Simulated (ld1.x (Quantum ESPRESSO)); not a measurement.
u(r) = r·R(r): atom against pseudo-atom (Cd)

Columns: radius, all-electron u(r) and pseudo u(r) of the 5s shell (level -5.66 eV) of cadmium in the configuration [Kr] 4d10 5s2 5p0; PBE, scalar-relativistic, TM scheme, ld1.x (Quantum ESPRESSO) 7.5.

| r (bohr) | all-electron | pseudo |
| --- | --- | --- |
| 0.185 | 0.0884 | 0.0189 |
| 0.370 | 0.0776 | 0.0410 |
| 0.555 | -0.2212 | 0.0699 |
| 0.740 | -0.2830 | 0.1096 |
| 0.925 | -0.1503 | 0.1647 |
| 1.110 | 0.0492 | 0.2377 |
| 1.295 | 0.2404 | 0.3268 |
| 1.480 | 0.3947 | 0.4234 |
| 1.665 | 0.5072 | 0.5131 |
| 1.850 | 0.5821 | 0.5826 |
| 2.035 | 0.6261 | 0.6261 |
| 2.220 | 0.6462 | 0.6462 |
| 2.405 | 0.6482 | 0.6482 |
| 2.590 | 0.6369 | 0.6369 |
| 2.775 | 0.6160 | 0.6160 |
| 2.960 | 0.5886 | 0.5886 |
| 3.145 | 0.5569 | 0.5569 |
| 3.330 | 0.5228 | 0.5228 |
| 3.515 | 0.4876 | 0.4876 |
| 3.700 | 0.4523 | 0.4523 |
| 3.885 | 0.4177 | 0.4177 |
| 4.070 | 0.3842 | 0.3842 |
| 4.255 | 0.3523 | 0.3523 |
| 4.440 | 0.3222 | 0.3222 |
| 4.625 | 0.2939 | 0.2939 |
| 4.810 | 0.2676 | 0.2676 |

(1) How many radial nodes do the two functions have?

(2) At about which radius was the pseudo-wave matched?

(3) Is the pseudo-wave norm-conserving?

## Answers

(1) The all-electron 5s function has n − l − 1 = 4 (the table is too coarse to show those close to the nucleus); the pseudo-wave has 0, since the states of the same l below it are removed with the core.

(2) 2.20 bohr, where the columns begin to agree (steps of 0.18 bohr).

(3) Yes: the TM scheme keeps the norm inside the radius equal to the all-electron one, which fixes the energy derivative of the logarithmic derivative at the level.
